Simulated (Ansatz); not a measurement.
Isolated molecules relaxed with PBE0-D4/def2-TZVP in Ansatz; ΔE leaves out vibrations. CBS: MP2 limit from def2 TZ/QZ plus the TZ coupled-cluster correction, frozen cores. This one scheme is used for every species. Each species was taken in one conformer, which may not be the lowest.

`C[Si](C)(C)O` + `FB(S)O[SiH3]` → `C[Si](C)(O)[SiH3]` + `COB(F)S`  (redistribution)

```json
{"species": "`C[Si](C)(C)O`", "MP2/CBS(def2) energy (Eh)": "-484.44008"}
{"species": "`FB(S)O[SiH3]`", "MP2/CBS(def2) energy (Eh)": "-889.12397"}
{"species": "`C[Si](C)(O)[SiH3]`", "MP2/CBS(def2) energy (Eh)": "-735.42978"}
{"species": "`COB(F)S`", "MP2/CBS(def2) energy (Eh)": "-638.05436"}
```

Task: Work out ΔE.

Result: ΔE = (-735.42978) + (-638.05436) − (-484.44008) − (-889.12397) = 0.07991 Eh = +209.8 kJ/mol. CCSD(T)/CBS gives +195.9 kJ/mol.

Largest T1 diagnostic among the species: 0.013.

From PBE to PBE0 (25 % exact exchange), in def2-TZVPP and without D4, ΔE moves by +10.9 kJ/mol.
